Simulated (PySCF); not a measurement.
Compound: C6H14N (doublet state).
Z-matrix (Å and degrees, GFN2-xTB geometry), rows numbered from 1:
```
C 
C   1  1.4713
N   2  1.4802  1  113.09
C   3  1.4529  2  113.92  1   -67.35
C   4  1.5281  3  111.00  2  -143.68
C   3  1.4526  2  115.36  1    64.73
C   6  1.5239  3  113.03  2    57.70
H   1  1.0744  2  120.10  3    79.70
H   1  1.0744  2  120.18  3   -81.70
H   2  1.0911  1  111.45  3   120.13
H   2  1.0938  1  111.28  3  -118.94
H   4  1.1020  3  111.98  2    93.54
H   4  1.0919  3  108.10  2   -25.04
H   5  1.0864  4  111.55  3   -68.42
H   5  1.0872  4  109.74  3   171.50
H   5  1.0864  4  109.70  3    51.80
H   6  1.0932  3  106.39  2   176.35
H   6  1.1034  3  112.04  2   -66.82
H   7  1.0875  6  109.43  3   167.41
H   7  1.0867  6  111.56  3   -73.07
H   7  1.0868  6  110.01  3    48.00
```

The hyperfine couplings belong to this conformer and change with its torsions.

As a line formula: `[CH2]CN(CC)CC` [radical].

Computed with UKS B3LYP, pcH-1 on C H N, non-relativistic, mean-field spin-orbit, GIAO in PySCF. Geometry: GFN2-xTB, one conformer, isolated molecule. A GFN2-xTB geometry isn't a minimum of the functional, and hyperfine couplings can be far from their values at a DFT geometry. The SCF solution wasn't tested for stability.

Principal values of hyperfine tensors in MHz (contact and dipolar terms together), for some of the nuclei:

```json
{"atom": "C1", "isotope": "13C", "A1": "20.56", "A2": "21.38", "A3": "257.05"}
{"atom": "H9", "isotope": "1H", "A1": "-96.55", "A2": "-58.82", "A3": "-20.00"}
{"atom": "H8", "isotope": "1H", "A1": "-96.17", "A2": "-58.68", "A3": "-19.69"}
{"atom": "C2", "isotope": "13C", "A1": "-29.67", "A2": "-29.58", "A3": "-25.40"}
{"atom": "H10", "isotope": "1H", "A1": "14.58", "A2": "16.62", "A3": "29.87"}
{"atom": "N3", "isotope": "14N", "A1": "5.02", "A2": "5.33", "A3": "22.53"}
{"atom": "H15", "isotope": "1H", "A1": "2.19", "A2": "2.32", "A3": "4.11"}
{"atom": "H17", "isotope": "1H", "A1": "0.31", "A2": "1.36", "A3": "5.32"}
```

Question: Split each tensor into its isotropic and traceless parts, and turn a_iso into mT with g = 2.0027.

Answer: a_iso is a third of the trace, T = A − a_iso, and a(mT) = a(MHz)/(g × 13.996).

```json
{"atom": "C1", "a_iso (MHz)": "99.67", "a_iso (mT)": "3.556", "T1": "-79.10", "T2": "-78.29", "T3": "157.39"}
{"atom": "H9", "a_iso (MHz)": "-58.46", "a_iso (mT)": "-2.085", "T1": "-38.09", "T2": "-0.36", "T3": "38.45"}
{"atom": "H8", "a_iso (MHz)": "-58.18", "a_iso (mT)": "-2.076", "T1": "-37.99", "T2": "-0.50", "T3": "38.49"}
{"atom": "C2", "a_iso (MHz)": "-28.22", "a_iso (mT)": "-1.007", "T1": "-1.46", "T2": "-1.36", "T3": "2.82"}
{"atom": "H10", "a_iso (MHz)": "20.36", "a_iso (mT)": "0.726", "T1": "-5.77", "T2": "-3.74", "T3": "9.51"}
{"atom": "N3", "a_iso (MHz)": "10.96", "a_iso (mT)": "0.391", "T1": "-5.94", "T2": "-5.63", "T3": "11.57"}
{"atom": "H15", "a_iso (MHz)": "2.87", "a_iso (mT)": "0.102", "T1": "-0.68", "T2": "-0.55", "T3": "1.24"}
{"atom": "H17", "a_iso (MHz)": "2.33", "a_iso (mT)": "0.083", "T1": "-2.02", "T2": "-0.97", "T3": "2.99"}
```

Question: What spin density at the nucleus of N3 lies behind its contact coupling (g_N = 0.40376)?

Answer: a_FC = (2μ0/3) gₑ μB g_N μN ρ(0)/(2S·h) = 800.24 MHz × g_N × ρ(0)/(2S), with ρ in bohr⁻³. With a_FC = 10.96 MHz and 2S = 1, ρ(0) = 0.03393 bohr⁻³.

Question: H11 (1H, g_N = 5.58569) isn't in the table. Its spin density at the nucleus is 0.004661 bohr⁻³. What is its contact coupling?

Answer: By the same relation, a_FC = 20.8 MHz. Its full tensor has the principal values 15.07, 17.11, 30.33 MHz.

Question: Which nucleus of the table has the largest anisotropic coupling, and what is its form?

Answer: C1: -79.1, -78.3, 157.4 MHz, axial, in the ratio −1:−1:+2, the form that spin in one p orbital centred on that nucleus gives.

Question: In a single crystal, with the field along each principal axis of the tensor of H8 in turn, what first-order splitting does this nucleus give (isotropic g, quadrupole terms neglected)?

Answer: 2 lines (I = 1/2), spaced by |A_i|/(g × 13.996): 3.43, 2.09, 0.70 mT along the axes of A1, A2 and A3.
